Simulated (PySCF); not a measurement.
SMILES C#CCCC(=O)OC (C6H8O2), GFN2-xTB optimised geometry.

```
16

C     -1.09    -3.46    -0.01
C     -0.40    -2.49    -0.12
C      0.42    -1.30    -0.25
C     -0.40    -0.03     0.01
C      0.48     1.19     0.00
O      1.69     1.19     0.00
O     -0.26     2.31     0.00
C      0.45     3.54     0.02
H     -1.69    -4.32     0.09
H      0.85    -1.27    -1.26
H      1.25    -1.36     0.46
H     -0.88    -0.09     0.99
H     -1.18     0.09    -0.74
H     -0.28     4.32    -0.17
H      1.23     3.54    -0.75
H      0.92     3.69     0.99
```

Density from PBE0/def2-TZVP (PySCF 2.14.0) at that geometry.

Minimum of the electron density along straight lines between bonded atoms, close to the bond critical point (lines longer than 1.1 times the sum of covalent radii, or with two minima, are not listed):

```json
[
 {"bond": "C1–C2", "length / Å": "1.196", "ρ at the minimum / e bohr⁻³": "0.421", "∇²ρ there / e bohr⁻⁵": "-1.22", "position (fraction from the first atom)": "0.48"},
 {"bond": "C2–C3", "length / Å": "1.448", "ρ at the minimum / e bohr⁻³": "0.277", "∇²ρ there / e bohr⁻⁵": "___", "position (fraction from the first atom)": "0.54"},
 {"bond": "C3–C4", "length / Å": "1.531", "ρ at the minimum / e bohr⁻³": "0.243", "∇²ρ there / e bohr⁻⁵": "___", "position (fraction from the first atom)": "0.50"},
 {"bond": "C4–C5", "length / Å": "1.511", "ρ at the minimum / e bohr⁻³": "0.261", "∇²ρ there / e bohr⁻⁵": "-0.69", "position (fraction from the first atom)": "0.47"},
 {"bond": "C5–O6", "length / Å": "1.202", "ρ at the minimum / e bohr⁻³": "0.433", "∇²ρ there / e bohr⁻⁵": "___", "position (fraction from the first atom)": "0.34"},
 {"bond": "C5–O7", "length / Å": "1.340", "ρ at the minimum / e bohr⁻³": "0.311", "∇²ρ there / e bohr⁻⁵": "-0.64", "position (fraction from the first atom)": "0.34"},
 {"bond": "O7–C8", "length / Å": "1.422", "ρ at the minimum / e bohr⁻³": "0.249", "∇²ρ there / e bohr⁻⁵": "-0.45", "position (fraction from the first atom)": "0.65"},
 {"bond": "C1–H9", "length / Å": "1.049", "ρ at the minimum / e bohr⁻³": "0.299", "∇²ρ there / e bohr⁻⁵": "-1.14", "position (fraction from the first atom)": "0.66"},
 {"bond": "C3–H10", "length / Å": "1.093", "ρ at the minimum / e bohr⁻³": "0.279", "∇²ρ there / e bohr⁻⁵": "-0.96", "position (fraction from the first atom)": "0.65"},
 {"bond": "C3–H11", "length / Å": "1.093", "ρ at the minimum / e bohr⁻³": "0.279", "∇²ρ there / e bohr⁻⁵": "-0.97", "position (fraction from the first atom)": "0.65"},
 {"bond": "C4–H12", "length / Å": "1.093", "ρ at the minimum / e bohr⁻³": "0.277", "∇²ρ there / e bohr⁻⁵": "-0.95", "position (fraction from the first atom)": "0.64"},
 {"bond": "C4–H13", "length / Å": "1.091", "ρ at the minimum / e bohr⁻³": "0.279", "∇²ρ there / e bohr⁻⁵": "-0.96", "position (fraction from the first atom)": "0.65"},
 {"bond": "C8–H14", "length / Å": "1.087", "ρ at the minimum / e bohr⁻³": "0.288", "∇²ρ there / e bohr⁻⁵": "-1.03", "position (fraction from the first atom)": "0.65"},
 {"bond": "C8–H15", "length / Å": "1.092", "ρ at the minimum / e bohr⁻³": "0.285", "∇²ρ there / e bohr⁻⁵": "-1.01", "position (fraction from the first atom)": "0.65"},
 {"bond": "C8–H16", "length / Å": "1.092", "ρ at the minimum / e bohr⁻³": "0.284", "∇²ρ there / e bohr⁻⁵": "-1.01", "position (fraction from the first atom)": "0.65"}
]
```

### Question
What belongs in the gaps?

### Answer

- C2–C3, ∇²ρ there / e bohr⁻⁵: -0.78
- C3–C4, ∇²ρ there / e bohr⁻⁵: -0.60
- C5–O6, ∇²ρ there / e bohr⁻⁵: -0.11
